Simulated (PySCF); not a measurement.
C2H6N2OSi, SMILES N[Si@@H](N=C=O)C. Coordinates come from a PBE-D3(BJ)/def2-SVP optimisation. The structure was generated by enumeration; whether it is a known compound was not checked. The values are those of a single conformer.

Task: Give the equilibrium geometry at PBE-D3(BJ)/def2-SVP (PySCF confirms it by a frequency run) as a Z-matrix. (Estimate from the structure and the level; the computed values follow.)

Result: One answer among several that fit: 
```
Si
N 1 1.7349
H 2 1.0235 1 118.68
H 2 1.0238 3 109.86 1 141.34
N 1 1.7538 2 114.28 3 69.42
C 5 1.2084 2 143.10 3 53.67
O 6 1.1853 2 153.94 3 52.85
H 1 1.4989 2 107.02 3 -47.43
C 1 1.8728 8 113.57 5 -116.79
H 9 1.1081 1 110.71 8 -59.59
H 9 1.1082 10 108.71 1 -121.80
H 9 1.1095 10 108.35 11 -116.69
```
